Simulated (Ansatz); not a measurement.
Species: C8H4O2, SMILES `O=c1ccc2c(=O)ccc1=2` (charge 0, multiplicity 1).

Question: Give a relaxed geometry from PBE-D3(BJ)/def2-SVP (Ansatz, a program for electronic structure).

Answer: the end point of this relaxation (outside a Z-matrix the atoms follow the SMILES, hydrogens last).
Z-matrix (Å, degrees):
```
C
C 1 1.3594
C 1 1.4817 2 111.15
C 3 1.3612 1 108.41 2 0.00
H 4 1.0967 3 128.54 1 -179.99
H 3 1.0986 4 127.16 5 0.01
C 2 1.4817 1 111.15 3 180.00
C 7 1.3612 2 108.41 1 0.00
H 8 1.0967 7 128.54 2 -180.00
H 7 1.0986 8 127.16 9 0.00
C 2 1.5150 1 107.29 3 0.00
O 11 1.2179 2 128.18 1 180.00
C 1 1.5150 2 107.29 7 0.00
O 13 1.2179 1 128.18 2 -180.00
```
